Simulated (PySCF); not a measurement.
Species: C7H15F.
Geometry (PBE0-D3(BJ)/def2-SVP, Å), atoms numbered from 1 in this order:
```xyz
23
C7H15F angstrom
C      1.7677    0.9433   -0.4018
C      0.7718   -0.2072   -0.5145
C      1.3859   -1.4563    0.0976
F      2.5268   -1.8015   -0.5930
C     -0.6505    0.1006    0.0360
C     -1.6289   -0.9913   -0.4127
C     -1.1440    1.4332   -0.5355
C     -0.6624    0.1846    1.5661
H      1.8668    1.2950    0.6381
H      1.4849    1.8019   -1.0256
H      2.7590    0.6028   -0.7332
H      0.6459   -0.4360   -1.5892
H      0.6966   -2.3147    0.0578
H      1.6687   -1.2857    1.1508
H     -1.6571   -1.0697   -1.5112
H     -2.6486   -0.7588   -0.0676
H     -1.3697   -1.9821   -0.0107
H     -1.0952    1.4377   -1.6365
H     -0.5547    2.2851   -0.1665
H     -2.1923    1.6070   -0.2459
H     -1.6632    0.4741    1.9232
H     -0.4168   -0.7799    2.0369
H      0.0497    0.9363    1.9405
```

Computed with PySCF at PBE0/pcSseg-1, non-relativistic, on one gas-phase PBE0-D3(BJ)/def2-SVP geometry that isn't relaxed in the solvent. The solvent is an IEF-PCM continuum (Bondi radii, 1.10 Å for H, scaled by 1.2). The model holds no explicit solvent molecules, cavitation or dispersion.

```tsv
run	E − E(gas) (kcal/mol)	HOMO (eV)	HOMO–LUMO gap (eV)	dipole (D)
gas	0.00	-8.68	9.89	1.89
P	-2.31	-8.55	10.02	2.22
Q	-2.76	-8.53	10.04	2.29
```

The runs were made in acetonitrile and tetrahydrofuran. Which run belongs to which solvent?

P = tetrahydrofuran, Q = acetonitrile. The dielectric constants are 7.426 (tetrahydrofuran), 35.69 (acetonitrile), and the energy falls further as ε rises. In this model the ground state sees the solvent through ε alone.

How constant is the ratio of the lowering to (ε − 1)/(2ε + 1)?

```
        solvent  (ε − 1)/(2ε + 1)  E − E(gas) (kcal/mol)  ratio (kcal/mol)  polarisation term (kcal/mol)
tetrahydrofuran             0.405                  -2.31              -5.7                         -2.53
   acetonitrile             0.479                  -2.76              -5.8                         -3.09
```

The ratio changes by +1.2 % in size from tetrahydrofuran to acetonitrile. The polarisation term is half the interaction of the solute with the induced surface charges.

Hardware: an Arm Neoverse N1 with one thread, shared host with 64 logical CPUs at a one-minute load of 59. Cost: 80 s of wall time, 1.2 GiB resident at most. This is the whole shielding run at PBE0/pcSseg-1 in acetonitrile, SCF included.
